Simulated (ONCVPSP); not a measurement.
**Before and after: ONCV potential for cobalt (Co)**

cobalt (Co), optimised norm-conserving Vanderbilt (ONCV), made with ONCVPSP 4.0.1 (PBE, scalar-relativistic). Core [Ne], reference 3s2 3p6 3d7 4s1.5 (charge +0.5). Waves: 3s+4s: rc 1.50 bohr, ncon 4, nbas 9, qcut 9.5 1/bohr, 2 projectors; 3p: rc 1.00 bohr, ncon 4, nbas 8, qcut 14 1/bohr, 1 projector; 3d: rc 1.30 bohr, ncon 5, nbas 9, qcut 14 1/bohr, 2 projectors, debl 3.5 Ha. Local part: polynomial inside 0.70 bohr (lpopt 5, dvloc0 0 Ha). Core correction: Teter function fitted to the true core (icmod 2), fcfact 0.65.

Change: s: nproj 4.

Cutoffs: the cutoffs (Ha) at which the residual kinetic energy of the hardest occupied pseudo-wave falls to 1 and 0.1 mHa per electron; they do not see the model core or the augmentation charge, which bear on the density cutoff. Errors are all-electron minus pseudo energies relative to the spin-unpolarised reference configuration.

Question: What does the change do?

Answer: The potential gets neither clearly harder nor softer (71 Ha and 80 Ha → 71 Ha and 80 Ha); a bound ghost appears in s, which as a rule spoils a file; of the 4 tests that both files solve, the error grows in 0 and shrinks in 1 by more than 15 % and 0.3 meV (median size 0.6 → 0.3 meV).

| quantity | base | changed |
| --- | --- | --- |
| cutoff, loose | 71 Ha | 71 Ha |
| cutoff, tight | 80 Ha | 80 Ha |
| bound ghosts | none | s |
| GHOST(+) flags under 300 eV | s at 263.3 eV | none |
| error for 3s2 3p6 3d7 4s2, meV [ΔE -3.60 eV] | +0.4 | +0.3 |
| error for 3s2 3p6 3d7 4s1, meV [ΔE 5.43 eV] | -0.4 | -0.2 |
| error for 3s2 3p6 3d7 4s0, meV [ΔE 22.21 eV] | -0.9 | -0.4 |
| error for 3s2 3p5 3d7 4s2, meV [ΔE 69.92 eV] | -20 | -20 |
| s: phases at 1.52 bohr within 0.05 rad from the reference energy up to (Ha; the scan ends near 5) | to the end of the scan | to the end of the scan |
| p: phases at 1.01 bohr within 0.05 rad from the reference energy up to (Ha; the scan ends near 5) | 4.4 | 4.4 |
| d: phases at 1.32 bohr within 0.05 rad from the reference energy up to (Ha; the scan ends near 5) | to the end of the scan | to the end of the scan |
| rms error of d²Exc/dni dnj with the model core, mHa | 1.73 | 1.71 |

 A true bound ghost makes a file unfit for plane-wave use even where its test errors are small: the radial tests pick states by their node count and pass the ghost by.
